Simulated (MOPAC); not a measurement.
Input for MOPAC: PM3 on TeSe, 2S+1 = 3, a spin state set in the input, which need not be the lowest, a point of a bond scan (R = 2.492 Å).

```
PM3 1SCF PRECISE CHARGE=0 UHF MS=1 THREADS=1
SeTe

Se     0.00000000 1     0.00000000 1     0.00000000 1
Te     0.00000000 1     0.00000000 1     2.49173500 1
```

Program output:

```
*******************************************************************************
 **                                                                           **
 **                              MOPAC v23.2.5                                **
 **                                                                           **
 *******************************************************************************
 ** MOPAC's Digital Object Identifier: https://doi.org/10.5281/zenodo.6511958 **
 **                                                                           **
 ** Please cite the open-source release paper for use of this MOPAC version:  **
 ** J. E. Moussa and J. J. P. Stewart (2026)                                  **
 ** MOPAC: An open-source semiempirical molecular orbital program             **
 ** J. Open Source Softw., 11(119), 8025, https://doi.org/10.21105/joss.08025 **
 *******************************************************************************

                              PM3 CALCULATION RESULTS

 *******************************************************************************
 *  PM3        - The PM3 Hamiltonian to be used
 *  UHF        - UNRESTRICTED HARTREE-FOCK CALCULATION
 *
 *
 *
 *                 CHARGE ON SYSTEM = 0
 *
 *
 *
 *  MS=        - IN MECI, MAGNETIC COMPONENT OF SPIN =  1.0
 *  PRECISE    - TIGHTER CRITERIA TO BE USED
 *  1SCF       - DO 1 SCF AND THEN STOP
 *  THREADS=1  - MULTI-THREADING NOT USED
 *  T=         - A TIME OF 172800.0 SECONDS REQUESTED
 *  DUMP=N     - RESTART FILE WRITTEN EVERY 7200.0 SECONDS REQUESTED
 *******************************************************************************
PM3 1SCF PRECISE CHARGE=0 UHF MS=1 THREADS=1
 SeTe

   ATOM   CHEMICAL          X               Y               Z
  NUMBER   SYMBOL      (ANGSTROMS)     (ANGSTROMS)     (ANGSTROMS)

     1      Se          0.00000000  *   0.00000000  *   0.00000000  *
     2      Te          0.00000000  *   0.00000000  *   2.49173500  *



          CARTESIAN COORDINATES

    NO.       ATOM           X           Y           Z

     1        Se          0.0000      0.0000      0.0000
     2        Te          0.0000      0.0000      2.4917

 Se: (PM3): J. J. P. STEWART, J. COMP. CHEM. 12, 320-341 (1991).
 Te: (PM3): J. J. P. STEWART, J. COMP. CHEM. 12, 320-341 (1991).

           Empirical Formula: Se Te  =     2 atoms



      MOLECULAR POINT GROUP   :   C*v


          UHF CALCULATION, NO. OF ALPHA ELECTRONS =    7
                           NO. OF BETA  ELECTRONS =    5

 -------------------------------------------------------------------------------
 PM3 1SCF PRECISE CHARGE=0 UHF MS=1 THREADS=1
 SeTe



     1SCF WAS SPECIFIED, SO BFGS WAS NOT USED
     SCF FIELD WAS ACHIEVED


                              PM3 CALCULATION
                                                       MOPAC v23.2.5 Linux




          FINAL HEAT OF FORMATION =         19.07782 KCAL/MOL =      79.82160 KJ/MOL


          COSMO AREA              =        103.18 SQUARE ANGSTROMS
          COSMO VOLUME            =         91.46 CUBIC ANGSTROMS

          IONIZATION POTENTIAL    =          9.628136 EV
          ALPHA SOMO LUMO (EV)    =         -9.628 -1.547
          BETA  SOMO LUMO (EV)    =         -9.796 -2.316
          NO. OF ALPHA ELECTRONS  =          7
          NO. OF BETA  ELECTRONS  =          5
          MOLECULAR WEIGHT        =        206.5600         POINT GROUP:  C*v

          MOLECULAR DIMENSIONS (Angstroms)

            Atom       Atom       Distance
           Te     2   Se     1     2.49173
           Te     2   Se     1     0.00000
           Se     1   Te     2     0.00000


          SCF CALCULATIONS        =          1





   ATOM   CHEMICAL          X               Y               Z
  NUMBER   SYMBOL      (ANGSTROMS)     (ANGSTROMS)     (ANGSTROMS)

     1      Se          0.00000000  *   0.00000000  *   0.00000000  *
     2      Te          0.00000000  *   0.00000000  *   2.49173500  *

                             CARTESIAN COORDINATES

   1   Se        0.000000000     0.000000000     0.000000000
   2   Te        0.000000000     0.000000000     2.491735000


           Empirical Formula: Se Te  =     2 atoms



      MOLECULAR POINT GROUP   :   C*v


          ALPHA EIGENVALUES
 -20.39409 -13.36775 -12.95056 -12.95056 -10.55622  -9.62814  -9.62814  -1.54675


           BETA EIGENVALUES
 -14.23897 -11.62310 -10.14889  -9.79564  -9.79564  -2.31636  -2.31636   0.03832


              NET ATOMIC CHARGES AND DIPOLE CONTRIBUTIONS

  ATOM NO.   TYPE          CHARGE      No. of ELECS.   s-Pop       p-Pop
    1         Se          -0.053202        6.0532     1.95342     4.09978
    2         Te           0.053202        5.9468     1.52823     4.41857
 DIPOLE           X         Y         Z       TOTAL
 POINT-CHG.     0.000     0.000     0.637     0.637
 HYBRID         0.000     0.000     0.521     0.521
 SUM            0.000     0.000     1.158     1.158


          ATOMIC ORBITAL ELECTRON POPULATIONS

     Atom    s        px        py        pz
    1 Se   1.95342   1.17488   1.17488   1.75002
    2 Te   1.52823   1.82512   1.82512   0.76834


                    (SZ)    =    1.000000
                    (S**2)  =    2.756089


          ATOMIC ORBITAL SPIN POPULATIONS

    Atom   Total    s     px     py     pz
         Atomic
    1 Se  1.8174  0.028  0.825  0.825  0.139
    2 Te  0.1826  0.056  0.175  0.175 -0.223

 **********************
 *                    *
 * JOB ENDED NORMALLY *
 *                    *
 **********************




 == MOPAC DONE ==
```

The run finished. Its determinant has ⟨S²⟩ = 2.76, a mixture of spin states.

Cost: very roughly 0.05 core-seconds.
